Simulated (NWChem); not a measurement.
Species: CH5AlO2; SMILES [CH3][Al]([OH])[OH]

```xyz
9

Al    -0.0014     0.0488     0.0011
C     -0.0463    -1.8858     0.0002
H      0.4045    -2.2854    -0.9230
H     -1.0741    -2.2721     0.0718
H      0.5361    -2.2951     0.8413
O     -1.4725     0.9099     0.0001
H     -1.6065     1.8574    -0.0037
O      1.5140     0.8288     0.0001
H      1.7046     1.7664    -0.0041
```
Atoms are numbered in this order, from 1.

Geometry: optimised at PBE0/def2-SVP.

Q: List the 4 lowest vertical singlet excitations from Hartree-Fock/aug-cc-pVDZ, CIS (NWChem).

A: 
```json
[
 {"state": "S1", "energy (eV)": "8.22", "oscillator strength": "0.184", "leading excitation (squared amplitude)": "HOMO → LUMO+1 (0.58)"},
 {"state": "S2", "energy (eV)": "8.54", "oscillator strength": "0.000", "leading excitation (squared amplitude)": "HOMO−1 → LUMO (0.40)"},
 {"state": "S3", "energy (eV)": "8.74", "oscillator strength": "0.000", "leading excitation (squared amplitude)": "HOMO → LUMO+9 (0.41)"},
 {"state": "S4", "energy (eV)": "8.92", "oscillator strength": "0.071", "leading excitation (squared amplitude)": "HOMO−2 → LUMO (0.42)"}
]
```
